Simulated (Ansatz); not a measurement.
`N[SiH](O)F` + HBr → `N[SiH](O)Br` + H–F  (ligand exchange at the Si–F bond)

Calculated with Ansatz (gas phase, PBE0-D4/def2-TZVP geometries, no zero-point term in ΔE). CCSD(T)/CBS is the MP2 limit (def2-TZVPP, def2-QZVPP) plus CCSD(T) − MP2 in def2-TZVPP, frozen cores. This one scheme is used for every species. Functionals use def2-TZVPP. HSE06 is defined as in plane-wave codes. For Br outer-core shells are correlated without core-valence functions, which leaves a few kJ/mol of doubt a bond. Scalar relativity is left out up to krypton. Each species was taken in one conformer, which may not be the lowest.

```tsv
level	ΔE (kJ/mol)
PBE0	50.3
HSE06	49.8
```

**Question.** What does CCSD(T)/CBS give? (Best estimate.)

**Answer.** The calculation gave: +51.8 kJ/mol. The listed levels differ from it by -1.5, -2.0 kJ/mol.

Largest T1 diagnostic among the species: 0.011.

The D4 term adds −7.4 kJ/mol with B3LYP and −3.9 kJ/mol with PBE0; it sums over pairs of atoms, weighted by their polarisabilities, and B3LYP, whose exchange is more repulsive, gets the larger term. At CCSD(T), def2-SVP lies +9.9 kJ/mol from the extrapolated value and def2-TZVPP +6.4 kJ/mol.

B3LYP here is the variant with VWN-RPA as its local correlation; programs differ in this.
